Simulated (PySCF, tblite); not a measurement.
Isomers of [C9H10P]- (charge -1), one GFN2-xTB conformer each. Single-point energies are computed at PBE0/pcSseg-1 (PySCF, gas phase, no added dispersion term), electronic only.

| SMILES | GFN2-xTB relative energy (kJ/mol) |
| --- | --- |
| C=C[P-]c1ccccc1C | 0.0 |
| C=Cc1c[p-]c(C=C)c1C | 13.0 |

Conformers: `[CH2:1]=[CH:2][P-:3][c:4]1[cH:5][cH:6][cH:7][cH:8][c:9]1[CH3:10]` (charge -1) with C1–C2–P3–C4 -169°, C2–P3–C4–C5 20°; `[CH2:1]=[CH:2][c:3]1[cH:4][p-:5][c:6]([CH:7]=[CH2:8])[c:9]1[CH3:10]` (charge -1) with C1–C2–C3–C4 0°, P5–C6–C7–C8 1°.

What does PBE0/pcSseg-1 give for the same structures?

| SMILES | PBE0/pcSseg-1 E (Eh) | PBE0/pcSseg-1 (kJ/mol) | GFN2-xTB (kJ/mol) | point group |
| --- | --- | --- | --- | --- |
| C=C[P-]c1ccccc1C | -689.72268 | 0.0 | 0.0 | C1 |
| C=Cc1c[p-]c(C=C)c1C | -689.71359 | 23.9 | 13.0 | near Cs |

Both levels put the same isomer lowest. 

What happens when harmonic zero-point energies from GFN2-xTB frequencies are added?

| SMILES | ZPE (kJ/mol) | electronic (kJ/mol) | with ZPE (kJ/mol) |
| --- | --- | --- | --- |
| C=C[P-]c1ccccc1C | 407.5 | 0.0 | 0.0 |
| C=Cc1c[p-]c(C=C)c1C | 405.7 | 23.9 | 22.1 |

The zero-point energies span 1.8 kJ/mol. The order is unchanged.

As an exercise, what shares would exp(−E/RT) give at 2000 K from these electronic energies alone (no entropy, no degeneracies)?

RT = 16.629 kJ/mol: C=C[P-]c1ccccc1C 80.8 %, C=Cc1c[p-]c(C=C)c1C 19.2 %.
